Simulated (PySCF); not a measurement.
C₆MoO₆, SMILES [C-](->[Mo](<-[C-]#[O+])(<-[C-]#[O+])(<-[C-]#[O+])(<-[C-]#[O+])<-[C-]#[O+])#[O+] at its PBE0/def2-SVP optimised geometry (Å):

```
13

Mo     0.0000     0.0000     0.0000
O      0.0008    -0.0010    -3.1968
C      0.0004    -0.0006    -2.0554
O      0.0028     3.1969     0.0003
C      0.0015     2.0554     0.0000
O      3.1964     0.0011    -0.0005
C      2.0550     0.0000     0.0000
O     -3.1964    -0.0009     0.0003
C     -2.0550     0.0001    -0.0001
O     -0.0030    -3.1969     0.0002
C     -0.0016    -2.0554     0.0002
O     -0.0007     0.0005     3.1968
C     -0.0004     0.0004     2.0554
```

Method: PBE0/def2-TZVP, def2 effective core potentials past Kr (PySCF). The core electrons that the potentials of Mo replace are not part of the density. Cells within 0.4 Å of a nucleus heavier than hydrogen are left out (blank, or x).

Map of the log10 of the electron density (e/bohr³), floored at −4 on the plane z = 0.0 Å:

```
|00000000000000000000000000000|
|00000000000001110000000000000|
|00000000000123332100000000000|
|00000000001245554210000000000|
|00000000002467876420000000000|
|00000000013579x97531000000000|
|0000000001357xxx7531000000000|
|00000000013579997531000000000|
|00000000023578x87532000000000|
|00000111224578x87542211100000|
|00012333344578887544333321000|
|00124555555667776655555542100|
|00246777777678887677777764200|
|013579x9888789x9878889x975310|
|01358xx9xx878xxx878xx9xx85310|
|013579x9888789x9878889x975310|
|00246777777678887677777764200|
|00124555555667776655555542100|
|00012333344578887544333321000|
|00000111224578x87542211100000|
|00000000023578x87532000000000|
|00000000013579997531000000000|
|0000000001357xxx7531000000000|
|00000000013579x97531000000000|
|00000000002467875420000000000|
|00000000001245554210000000000|
|00000000000123332100000000000|
|00000000000001110000000000000|
|00000000000000000000000000000|
```
Scale: ten equal steps from -4.00 (start of '0') to -0.091 (end of '9'), in the order '0123456789'; x runs from -5.50 to 5.50, y from -5.50 (bottom) to 5.50 (top).
